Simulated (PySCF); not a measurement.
Polarisability and C₆ of Sr⁺ (strontium, charge +1)

[Kr] 5s1, 2S determinant. Calculation: PySCF 2.14, in aug-cc-pVDZ-X2C; the spin-free X2C one-electron Hamiltonian (Gaussian nucleus). Coupled (time-dependent) response in atomic units; α is the mean over directions. A double-zeta set is small for polarisabilities.

```csv
method,mean α (bohr³),C₆ (like pair),S(−4)
UHF,119.3,1129,12100
PBE,97.80,857.3,8013
PBE0,104.2,935.6,9132
LC-wPBE,125.7,1218,13450
```

S(−4) is the Cauchy moment in α(ω) = α(0) + S(−4) ω² + …

α(iu) at LC-wPBE:

```
u (hartree)  α(iu) (bohr³)
          0          125.7
     0.0500          99.43
      0.100          62.16
      0.200          27.18
      0.300          15.83
      0.500          8.494
      0.750          5.382
       1.00          3.824
       1.50          2.199
       2.00          1.399
       3.00         0.6911
       5.00         0.2649
```

A single London oscillator, α(iu) = α/(1 + u²/ω²), gives C₆ = (3/4) ω α². Matching the computed C₆ needs ω = 4 × 1218 / (3 × 125.7²) = 0.103 hartree.

For an ion, C₆ is the dispersion term alone; charge-induced terms of lower order in 1/R come first.
